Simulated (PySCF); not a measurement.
Mg (magnesium, neutral) across methods

[Ne] 3p2, high-spin 3P determinant (an excited configuration). Computed with PySCF 2.14 in def2-TZVPPD (5s5p3d, 35 functions), with the non-relativistic Hamiltonian (point nucleus).

```csv
method,E (hartree),mean ε 2p α (eV),mean ε 2p β (eV),mean ε 3p α (eV),Σ⟨r²⟩ (bohr²),⟨S²⟩
LDA,-198.8834,-50.350,-50.204,-3.012,40.75,2.000
PBE0,-199.7240,-54.467,-54.291,-3.580,41.17,2.000
wB97M-V,-199.8009,-56.827,-56.655,-4.652,42.66,2.000
B97-3,-199.8017,-54.854,-54.710,-3.530,41.35,2.000
PBE,-199.7104,-50.235,-50.093,-3.038,40.62,2.000
r2SCAN,-199.8063,-51.679,-51.548,-3.107,40.89,2.000
M06,-199.8201,-54.930,-54.808,-3.299,42.11,2.000
UHF,-199.37542,-66.084,-65.803,-4.828,44.07,2.000
r2SCANh,-199.8019,-53.195,-53.049,-3.302,41.08,2.000
```
